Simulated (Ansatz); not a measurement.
One change: `C/C=C/S` becomes `C/C=C\C[SiH3]`.

Ansatz, PBE0-D4/def2-TZVP geometries, multiplicity 1. Each molecule was computed in one conformer, which needn't be the lowest.

| property | `C/C=C/S` |
| --- | --- |
| HOMO–LUMO gap (ωB97M-V/def2-TZVPP) / eV | 10.69 |
| LUMO energy (PBE/def2-TZVPP) / eV | -0.69 |
| size of the dipole moment (ωB97M-V/def2-TZVPP) / D | 1.29 |
| HOMO–LUMO gap (PBE/def2-TZVPP) / eV | 4.45 |
| size of the dipole moment (PBE/def2-TZVPP) / D | 1.23 |
| LUMO energy (ωB97M-V/def2-TZVPP) / eV | 2.37 |

Problem. Give the same properties after the change, and the shifts. (Best estimate.)

Solution. Computed: 
```
                                          property  `C/C=C\C[SiH3]`  shift
           HOMO–LUMO gap (ωB97M-V/def2-TZVPP) / eV            11.15   0.46
                 LUMO energy (PBE/def2-TZVPP) / eV            -0.58   0.11
size of the dipole moment (ωB97M-V/def2-TZVPP) / D             0.70  -0.59
               HOMO–LUMO gap (PBE/def2-TZVPP) / eV             5.12   0.67
    size of the dipole moment (PBE/def2-TZVPP) / D             0.74  -0.49
             LUMO energy (ωB97M-V/def2-TZVPP) / eV             2.19  -0.18
```

With PBE0 the HOMO falls by 0.57 eV and the LUMO rises by 0.13 eV, so the gap widens by about 0.70 eV. PBE moves the HOMO by -0.57 eV and ωB97M-V by -0.63 eV. Dipoles are sizes alone; their direction can turn.
